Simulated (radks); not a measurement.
Values are calculated unless marked as measured or tabulated.
Problem. These are the eigenvalues of the occupied orbitals of an atom or ion with whole-number occupations (eV). Code: a radial shooting solver on a logarithmic mesh with Libxc functionals. Model: Dirac Kohn-Sham, XLYP, spin-unpolarised, spherical densities, point nucleus.

1s1/2: -61234.40
2s1/2: -10414.96
2p1/2: -9935.652
2p3/2: -8888.190
3s1/2: -2391.968
3p1/2: -2180.690
3p3/2: -1958.423
3d3/2: -1599.147
3d5/2: -1550.604
4s1/2: -515.7610
4p1/2: -430.2470
4p3/2: -379.5941
4d3/2: -238.9392
4d5/2: -229.6626
5s1/2: -103.2054
5p1/2: -78.5867
5p3/2: -71.3227
4f5/2: -57.7141
4f7/2: -56.2369

Which element is it, and in what charge state? The configuration may be excited. Open shells, if any, are shared by 2j + 1.

Solution. Z = 70, ytterbium, charge +4: Yb4+ in [Xe] 4f12. The list shows which subshells hold electrons but not how many an open one holds; the 1s level, -2250.3 hartree, gives Z - s = 67.1 by -(Z - s)^2/2, which with screening and relativity narrows Z to a few neighbours, and the depths of the outer levels then fix element, charge and occupations together.
